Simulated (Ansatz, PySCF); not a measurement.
Pulling on the Sn1–H2 bond in H3NSn (SMILES [NH2][SnH]) (multiplicity 1 held, fragments rigid). Energies count from the point at 1.789 Å.
Geometry at that point (charge 0, multiplicity 1):
```xyz
5

Sn    -0.1193     0.1766     0.2440
H     -0.5727     1.3686    -1.0102
N      0.6764    -1.0557    -1.1574
H      0.7003    -0.8664    -2.1480
H      1.1017    -1.9447    -0.9411
```

Restricted levels (R-, RO-) in cc, def2 and unpolarised 6-31G sets keep to the state of the molecule at rest. Unrestricted levels (U-) break spin symmetry where that is lower. Levels need not reach the same state.

Rows in 3-21G carry no dispersion term and start afresh at each structure; the Pople sets are all-electron and without relativity.

Programs: Ansatz (Gaussian basis) for Hartree–Fock, density functionals and correlated methods; PySCF for 3-21G rows. Values without a source in brackets are computed. In def2 rows elements past Kr take small-core potentials, without spin–orbit coupling.

Problem. One of these levels gives 599.0 kJ/mol for the energy at R = 5.724 Å. Name it.
(A) U-PBE/def2-TZVPP
(B) U-HF/def2-TZVPP
(C) R-HF/3-21G
(D) R-HF/def2-TZVPP

Solution. C, R-HF/3-21G. The others give 542.1 (R-HF/def2-TZVPP), 194.4 (U-HF/def2-TZVPP), 272.1 (U-PBE/def2-TZVPP)

Doubts at one or more of the structures used: a restricted determinant that unrestricted orbitals would lower (R-HF/3-21G, R-HF/def2-TZVPP); a spin-contaminated determinant (U-HF/def2-TZVPP, U-PBE/def2-TZVPP).

Ansatz is an electronic-structure program.
